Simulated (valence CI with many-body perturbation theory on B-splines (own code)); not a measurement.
# Questions on Pt65+

Calculated by valence CI with perturbative core correlation (CI+MBPT): three valence electrons over a frozen Dirac-Fock core [Ne], a basis of 11 s, 11 p, 10 d, 8 f, 5 g, 2 h functions for each j, with the one-electron correlation potential Σ1 (screened to all orders), the two-electron term Σ2, the three-electron term Σ3, Breit, model QED; selected single and double excitations, second order for the rest, scaled by the run's own slope (own B-spline code, finite nucleus).

No measured spectrum was set against this ion. As an estimate, large intervals hold to a few tenths of a per cent, small ones and those within an open d or f shell to about a per cent.

Levels are named by their leading jj configuration (3d3/2^4 stands for four electrons in 3d with j = 3/2), which in mixed levels can hold well under half, so a name can repeat and another be missing.

Rates and lifetimes use the calculated energies. Strong lines usually hold to 10 to 20 %, long lifetimes can be off by a factor of two.

Question: What is the ground level?

Answer: (3s^2 3p1/2) J=1/2, composition 100 % 3s2 3p 2P°, g = 0.644.

Question: What is the ionisation energy?

Answer: 7664.2 eV; NIST lists 7660 ± 30 eV (theoretical).

Question: How well does LS coupling describe the low levels?

Answer: Among the lowest 20 levels the leading LS term, summed over configurations, holds 60 % on average. For single configurations the figures are 58 % in LS and 92 % in jj coupling. Terms mix most in the J = 3/2 level at 836.7 eV, where the leading one holds 31 %.

Question: Name the longest-lived excited levels whose lifetime is computed, and their main decay.

Answer: (3s 3p3/2 3d5/2) J=9/2 at 1413.5 eV lives 2.16 ns, mostly by M1 to (3s 3p1/2 3d5/2) J=7/2; (3s^2 3p3/2) J=3/2 at 467.9 eV lives 897 ps, mostly by E1 to (3s 3p1/2^2) J=1/2.

Question: Where does the other parity begin?

Answer: At (3s 3p1/2^2) J=1/2, 182.7 eV.

Question: Among levels below 3737.8 eV, which E1 lines absorb most strongly from the ground level?

Answer: to (3s^2 3d3/2) J=3/2 at 1.725 nm, f = 0.515; to (3s 3p1/2 3p3/2) J=1/2 at 1.850 nm, f = 0.223; to (3s 3p1/2 4p1/2) J=3/2 at 0.3365 nm, f = 0.207.
